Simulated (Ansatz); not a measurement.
Reaction (ligand exchange at the Si–O bond): `[SiH3]O[SiH2]CCl` + `[OH][In]([F])[SH]` → `[F][In]([SH])[O][SiH3]` + `O[SiH2]CCl`

Gas-phase electronic energies from Ansatz, PBE0-D4/def2-TZVP geometries. CBS: MP2 limit from def2 TZ/QZ plus the TZ coupled-cluster correction, frozen cores. def2 core potentials past Kr. For In outer-core shells are correlated without core-valence functions, which leaves a few kJ/mol of doubt a bond. Each species was taken in one conformer, which may not be the lowest.

`[SiH3]O[SiH2]CCl`:

Cartesian coordinates in Å:
```
Si 1.764 -0.492 1.066
O 1.032 0.432 -0.076
Si -0.390 1.067 -0.551
C -1.609 -0.307 -0.942
Cl -1.820 -1.317 0.519
H 1.130 -0.276 2.392
H 1.674 -1.925 0.695
H 3.190 -0.085 1.124
H -0.158 1.865 -1.782
H -0.969 1.918 0.519
H -2.590 0.081 -1.221
H -1.255 -0.960 -1.741
```

`[OH][In]([F])[SH]`:

```xyz
6

O     0.822   -1.468   -1.170
In    0.032   -0.070   -0.040
F    -0.671   -0.780    1.636
S    -0.163    2.232   -0.432
H     0.758   -2.329   -0.746
H    -0.777    2.415    0.752
```

`[F][In]([SH])[O][SiH3]`:

Cartesian coordinates in Å:
```
F -1.607 1.275 1.177
In 0.243 1.143 0.599
S 1.780 2.819 1.154
O 0.602 -0.475 -0.437
Si -0.268 -1.762 -0.951
H 0.839 3.517 1.815
H -1.369 -1.342 -1.861
H -0.867 -2.503 0.193
H 0.647 -2.672 -1.689
```

`O[SiH2]CCl`:

Z-matrix (Å, degrees):
```
Si
C 1 1.881
O 1 1.642 2 110.3
H 1 1.486 2 107.4 3 -122.7
H 1 1.483 2 109.9 3 116.9
Cl 2 1.793 1 107.6 3 56.2
H 2 1.090 1 112.6 3 -61.7
H 2 1.091 1 112.9 3 174.6
H 3 0.960 1 116.1 2 -53.7
```

```csv
species,CCSD(T)/CBS(def2) energy (Eh)
`[SiH3]O[SiH2]CCl`,-1155.46031
`[OH][In]([F])[SH]`,-763.84187
`[F][In]([SH])[O][SiH3]`,-1054.15995
`O[SiH2]CCl`,-865.14075
```

Task: Work out ΔE.

Result: ΔE = (-1054.15995) + (-865.14075) − (-1155.46031) − (-763.84187) = 0.00148 Eh = +3.9 kJ/mol.

Largest T1 diagnostic among the species: 0.016.

The D4 term adds +5.4 kJ/mol with B3LYP and +3.1 kJ/mol with PBE0; it sums over pairs of atoms, weighted by their polarisabilities, and B3LYP, whose exchange is more repulsive, gets the larger term. In def2-TZVPP, CCSD(T) changes the Hartree–Fock value by +3.5 kJ/mol (the triples alone add +0.2 kJ/mol) and MP2 by +3.9 kJ/mol.

B3LYP here is the variant with VWN-RPA as its local correlation; programs differ in this.
